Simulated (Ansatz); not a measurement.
Ansatz (an electronic-structure program) input for iodoethene (C2H3I), SMILES C(=C)I, PBE-D3(BJ)/def2-TZVP. 

Ansatz 0.2 input:
```yaml
crystal:
  periodic: [false, false, false]
  atoms:
    - {symbol: C, position_ang: [0.33134381, 2.44514729, -0.00000000]}
    - {symbol: C, position_ang: [-0.53153011, 1.44589496, 0.00000000]}
    - {symbol: I, position_ang: [0.02705490, -0.57900398, -0.00000000]}
    - {symbol: H, position_ang: [1.40247596, 2.29610285, -0.00000000]}
    - {symbol: H, position_ang: [-0.03153912, 3.46694990, 0.00000000]}
    - {symbol: H, position_ang: [-1.60372873, 1.57790488, -0.00000001]}
basis:
  gaussian:
    orbitals: def2-TZVP
hamiltonian:
  xc: pbe
  dispersion: d3bj
relax: {f_tol: 0.002, max_steps: 200}
```

Output:

```
Functional definition: PBE
integrals: 0.04 GiB planned
859 factors; their error is unknown
mean field: 0.35 GiB planned
mean field evaluation 1: about -10199.6027 eV, gradient 9.1e1 eV
mean field evaluation 2: about -10054.5768 eV, gradient 2.1e2 eV
mean field evaluation 4: about -10218.3002 eV, gradient 3.5e1 eV
mean field evaluation 8: about -10220.7108 eV, gradient 2.0e-1 eV
mean field evaluation 16: about -10220.6872 eV, gradient 1.2e-3 eV
mean field -10220.68718016 eV, -375.6033260403 hartree, gradient 4.6e-5 eV, S^2 0.000000; 0 other end points of the search recorded, 0 dependent functions left out
the calculation of the forces begins
reference -10220.68721245 eV, -375.6033272271 hartree; 20, 20 occupied and 110, 110 virtual orbitals, 859 factors
relax step   1: F+E_penalty+E_count = -10220.80483178 eV  Δ(F+E_penalty+E_count) = +0.000e0 eV  max|allowed force component| = 4.308e-1 eV/Å  Δτ_max = 0.0000 Å  (33 SCF iters, accepted)
these checks for a lower state are left out or cut short: starts, cluster_reference, orbital_swaps, neighbouring_geometries, increment
integrals: 0.04 GiB planned
859 factors; their error is unknown
mean field: 0.35 GiB planned
mean field -10220.69358077 eV, -375.6035612583 hartree, gradient 2.5e-5 eV, S^2 0.000000; 0 other end points of the search recorded, 0 dependent functions left out
the calculation of the forces begins
reference -10220.69361314 eV, -375.6035624481 hartree; 20, 20 occupied and 110, 110 virtual orbitals, 859 factors
relax step   2: F+E_penalty+E_count = -10220.81105138 eV  Δ(F+E_penalty+E_count) = -6.220e-3 eV  max|allowed force component| = 1.114e-1 eV/Å  Δτ_max = 0.0105 Å  (35 SCF iters, accepted)
these checks for a lower state are left out or cut short: starts, cluster_reference, orbital_swaps, neighbouring_geometries, increment
integrals: 0.04 GiB planned
859 factors; their error is unknown
mean field: 0.35 GiB planned
mean field evaluation 32: about -10220.7174 eV, gradient 3.1e-4 eV
mean field -10220.69406262 eV, -375.6035789659 hartree, gradient 2.5e-5 eV, S^2 0.000000; 0 other end points of the search recorded, 0 dependent functions left out
the calculation of the forces begins
reference -10220.69409501 eV, -375.6035801565 hartree; 20, 20 occupied and 110, 110 virtual orbitals, 859 factors
relax step   3: F+E_penalty+E_count = -10220.81151883 eV  Δ(F+E_penalty+E_count) = -4.674e-4 eV  max|allowed force component| = 1.359e-2 eV/Å  Δτ_max = 0.0040 Å  (35 SCF iters, accepted)
these checks for a lower state are left out or cut short: starts, cluster_reference, orbital_swaps, neighbouring_geometries, increment
integrals: 0.04 GiB planned
859 factors; their error is unknown
mean field: 0.35 GiB planned
mean field -10220.69407920 eV, -375.6035795754 hartree, gradient 2.5e-5 eV, S^2 0.000000; 0 other end points of the search recorded, 0 dependent functions left out
the calculation of the forces begins
reference -10220.69411160 eV, -375.6035807660 hartree; 20, 20 occupied and 110, 110 virtual orbitals, 859 factors
relax step   4: F+E_penalty+E_count = -10220.81152534 eV  Δ(F+E_penalty+E_count) = -6.511e-6 eV  max|allowed force component| = 4.749e-3 eV/Å  Δτ_max = 0.0010 Å  (35 SCF iters, accepted)
these checks for a lower state are left out or cut short: starts, cluster_reference, orbital_swaps, neighbouring_geometries, increment
integrals: 0.04 GiB planned
859 factors; their error is unknown
mean field: 0.35 GiB planned
mean field -10220.69407810 eV, -375.6035795349 hartree, gradient 2.5e-5 eV, S^2 0.000000; 0 other end points of the search recorded, 0 dependent functions left out
the calculation of the forces begins
reference -10220.69411050 eV, -375.6035807255 hartree; 20, 20 occupied and 110, 110 virtual orbitals, 859 factors
relax step   5: F+E_penalty+E_count = -10220.81152712 eV  Δ(F+E_penalty+E_count) = -1.783e-6 eV  max|allowed force component| = 1.407e-3 eV/Å  Δτ_max = 0.0006 Å  (35 SCF iters, accepted)
integrals: 0.04 GiB planned
859 factors; their error is unknown
mean field: 0.35 GiB planned
mean field evaluation 64: about -10219.3585 eV, gradient 2.6e1 eV
mean field -10220.69407810 eV, -375.6035795349 hartree, gradient 2.5e-5 eV, S^2 0.000000; 1 other end points of the search recorded, 0 dependent functions left out
the calculation of the forces begins
reference -10220.69411050 eV, -375.6035807255 hartree; 20, 20 occupied and 110, 110 virtual orbitals, 859 factors
Total energy: -10220.81155952 eV, -375.6078968975 hartree
Atom 0 at     0.335713     2.447616    -0.000000 Å, force    -0.000531    -0.001407     0.000000 eV/Å
Atom 1 at    -0.532583     1.440807    -0.000000 Å, force     0.001023     0.000578    -0.000000 eV/Å
Atom 2 at     0.023594    -0.581681    -0.000000 Å, force     0.000017    -0.000411     0.000000 eV/Å
Atom 3 at     1.415497     2.298393     0.000000 Å, force    -0.000155     0.000216    -0.000000 eV/Å
Atom 4 at    -0.034001     3.476073     0.000000 Å, force     0.000038     0.000926     0.000000 eV/Å
Atom 5 at    -1.614143     1.571787    -0.000000 Å, force    -0.000392     0.000099    -0.000000 eV/Å
Dipole moment:    -0.043741     0.251273     0.000000 e Å
```

Self-consistency was reached.

Cost: around 18 core-seconds (rough).
